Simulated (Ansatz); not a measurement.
**Which is lower?**

The two ends of one reaction step of SiH2Cl3OF, closed shell (PBE0-D4/def2-TZVP).

A:

Si1  (-0.742, -0.722, -0.029)
O2  (0.667, 0.040, 0.294)
Cl3  (-0.396, -2.422, -1.070)
Cl4  (-1.689, -1.202, 1.694)
Cl5  (-1.831, 0.575, -1.110)
H6  (1.168, 1.657, -0.182)
F7  (1.491, 2.503, -0.404)
H8  (1.332, -0.429, 0.807)
(Å)

B:

```
8
angstrom
Si -1.0565 -0.0217 -0.6533
O 1.5490 0.0353 1.3566
Cl 0.0172 -1.6361 -1.2115
Cl -1.8276 -0.2301 1.1883
Cl -2.5471 0.2711 -1.9871
H 1.7656 0.8852 0.9655
F -0.1362 1.2601 -0.7134
H 2.2355 -0.5638 1.0549
```

Computed with Ansatz 0.2.0 (basis: def2-TZVPP); correlated methods freeze the cores. B3LYP uses VWN-RPA correlation.

Task: Which structure is lower at CCSD(T), and by how much? (To be estimated.)

Result: The calculation gives: B, by 4.54 kcal/mol (electronic energy, against the other). By their contacts, A is a complex of SiHCl₃O ([OH][Si]([Cl])([Cl])[Cl]) + HF and B is a complex of SiCl₃F ([F][Si]([Cl])([Cl])[Cl]) + H₂O.

All methods give the same order:

| method | E(B) − E(A) (kcal/mol) |
| --- | --- |
| SPW92 | -2.23 |
| PBE-D4 | -4.21 |
| BLYP-D4 | -4.94 |
| r2SCAN-D4 | -5.41 |
| B97M-V | -6.49 |
| PBE0-D4 | -4.02 |
| B3LYP-D4 | -4.77 |
| r2SCAN0-D4 | -4.85 |
| BHLYP-D4 | -4.94 |
| CAM-B3LYP-D4 | -4.72 |
| wB97X-V | -5.33 |
| wB97M-V | -5.39 |
| B2PLYP | -4.56 |
| PBE-QIDH | -3.81 |
| RPA on PBE | -5.27 |
| HF | -5.96 |
| MP2 | -3.94 |
| CCSD | -4.81 |
| CCSD(T) | -4.54 |

No T1 diagnostic of these runs exceeds 0.010.

Labels in which every atom is bracketed show which atoms are joined, not bond orders.

For scale, one of the runs: CCSD(T)/def2-TZVPP, 258 basis functions, launched by `ansatz run in.yaml --threads 8 --pin off --events-out ev --progress --plain --max-ram 19148MiB`. Hardware: 8 CPU threads of an Intel Xeon, shared host. Wall time 2.4 min; peak host memory 5.7 GiB.
